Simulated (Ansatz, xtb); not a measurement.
Stretching the C2–H3 bond in CH4OSn (SMILES [CH3][Sn][OH]) (multiplicity 1 held, fragments rigid). Energies count from the point at 1.093 Å.
Geometry at that point (charge 0, multiplicity 1):
```xyz
7

Sn     0.0224    -0.0636     0.3886
C      0.4195     1.6072    -0.9817
H     -0.2020     2.4693    -0.7259
H      0.2008     1.2878    -2.0005
H      1.4642     1.9210    -0.9117
O     -0.5375    -1.2505    -1.1305
H     -0.7986    -2.1366    -0.8572
```

Restricted levels (R-, RO-) in cc, def2 and unpolarised 6-31G sets keep to the state of the molecule at rest. U- levels take the lowest unrestricted solution at each point, which mixes spins at long bonds. Curves can end on different states.

Codes used: Ansatz (Gaussian basis) for Hartree–Fock, density functionals and correlated methods; xtb for the GFN methods.  In def2 rows elements past Kr take small-core potentials, without spin–orbit coupling. The GFN methods have no spin term and hold the electronic entropy of 300 K.

Problem. One of these levels gives 117.25 kcal/mol for the energy at R = 3.498 Å. Which?
A) R-HF/def2-TZVPP
B) GFN2-xTB
C) U-r2SCAN/def2-TZVPP
D) R-PBE/def2-TZVPP

Solution. B, GFN2-xTB. The others give 174.56 (R-HF/def2-TZVPP), 133.02 (R-PBE/def2-TZVPP), 107.91 (U-r2SCAN/def2-TZVPP)

Doubts at one or more of the structures used: a restricted determinant that unrestricted orbitals would lower (R-HF/def2-TZVPP, R-PBE/def2-TZVPP); a spin-contaminated determinant (U-r2SCAN/def2-TZVPP).

Ansatz is a program for electronic structure.
